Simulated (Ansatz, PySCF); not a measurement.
Gas-phase reaction in SMILES: BrB(Br)Br [tribromoborane] -> Br[B]Br + Br atom (the B-Br bond at the site shown breaks; other sites are not compared here)
Geometries: B3LYP-D3(BJ)/def2-TZVP minima from Ansatz (an electronic-structure program).

Property: bond dissociation energy (electronic energy difference), in kJ/mol. Valence correlation only, unless marked. Open shells are spin-unrestricted. No spin-orbit coupling. The frozen core is the preceding noble-gas configuration, with the filled d and f shells of earlier blocks. No relativistic terms. CBS(X,Y): correlation extrapolated as X^-3; Hartree-Fock from the larger set.

```
level                                program  bond dissociation energy (kJ/mol)  minus last row
----------------------------  --------------  ---------------------------------  --------------
revPBE-D3(BJ)/def2-TZVPD      Ansatz + dftd3                              416.6           -13.7
PBE0/STO-3G                           Ansatz                              531.1           100.8
PBE0/def2-SVP                         Ansatz                              428.8            -1.5
TPSSh/def2-TZVPD                       PySCF                              409.5           -20.8
LC-wPBE-D4/def2-TZVPD         Ansatz + dftd4                              421.1            -9.2
PBE-QIDH/def2-TZVPD                   Ansatz                              430.7             0.4
MP2/cc-pVQZ                           Ansatz                              447.8            17.5
SCS-MP2/cc-pVQZ                       Ansatz                              435.0             4.7
CCSD/6-31G*                           Ansatz                              393.7           -36.6
CCSD(T)/CBS(cc-pVTZ,cc-pVQZ)          Ansatz                              430.3             0.0
```
